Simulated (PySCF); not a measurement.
C3H9AlO, SMILES [O]([AlH][CH2]C)C. Heavy atoms are numbered as in [AlH:1]([CH2:3][CH3:4])[O:10][CH3:11]. Hydrogens are named by the atom that carries them.

Geometry optimised at PBE0-D3(BJ)/def2-SVP. The structure was generated by enumeration; whether it is a known compound was not checked. Other conformers were not sampled.

Method: PBE0/pcSseg-1 run with PySCF.

GIAO shieldings, no solvent; atoms alike by connectivity are averaged. δ = σ(ref) − σ: ¹H against TMS (σ = 31.56 ppm); ¹³C against TMS (σ = 186.3 ppm); ¹⁷O against H2O (σ = 334.2 ppm), references at their B3LYP-D3(BJ)/def2-TZVP geometries, non-relativistic.

| atoms | nucleus | count | δ (ppm) |
|---|---|---|---|
| H on Al1 | ¹H | 1 | 5.00 |
| H on C11 | ¹H | 3 | [?] |
| H on C4 | ¹H | 3 | [?] |
| H on C3 | ¹H | 2 | [?] |
| C11 (CH3) | ¹³C | 1 | 56.5 |
| C4 (CH3) | ¹³C | 1 | [?] |
| C3 (CH2) | ¹³C | 1 | 2.6 |
| O10 | ¹⁷O | 1 | 71.3 |

Question: Fill in the missing entries. (Estimate from the structure and the level; the computed values follow.)

Answer: 
- C4 (CH3), δ (ppm): 10.9
- H on C3, δ (ppm): 0.40
- H on C11, δ (ppm): 4.25
- H on C4, δ (ppm): 1.34
